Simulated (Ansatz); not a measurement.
Reaction: C5H6 (2-methylbut-1-en-3-yne, SMILES C=C(C)C#C) → C5H6 (ethynylcyclopropane, SMILES C#CC1CC1)
Each species at its own B3LYP-D3(BJ)/def2-TZVP minimum (Ansatz, a first-principles code).

Property: isomerisation energy (electronic), in kcal/mol. Radicals and triplets start from unrestricted determinants; spin-orbit coupling is neglected. CBS(X,Y): correlation extrapolated as X^-3, Hartree-Fock from the larger set. A bracket is a step between two methods taken in the basis named. Functionals run without relativity, which enters their misses. Double hybrids freeze cores in their MP2 part. '+ core + X2C': CCSD(T) terms for core correlation (cc-pwCVTZ) and scalar relativity (cc-pVTZ-DK). The restricted determinant of C5H6 (C#CC(=C)C, singlet) is unstable towards broken spin symmetry in at least one set run.

CCSD(T)/CBS(cc-pVTZ,cc-pVQZ) + [CCSDT(Q) - CCSD(T)]/cc-pVDZ + core + X2C (Ansatz) gives 9.6 kcal/mol.

### Question
What does PBE/def2-TZVPD (Ansatz) give here, and how do the other levels compare?

### Answer
PBE gives 7.6 kcal/mol, 2.0 kcal/mol below it. Differences of the others: r2SCAN/def2-TZVPD (Ansatz) -1.5; B3LYP/def2-TZVPD (Ansatz) 1.4; B2PLYP/def2-TZVPD (Ansatz) 0.6; CCSD(T)/CBS(cc-pVTZ,cc-pVQZ) + core + X2C (Ansatz) -0.2 kcal/mol.
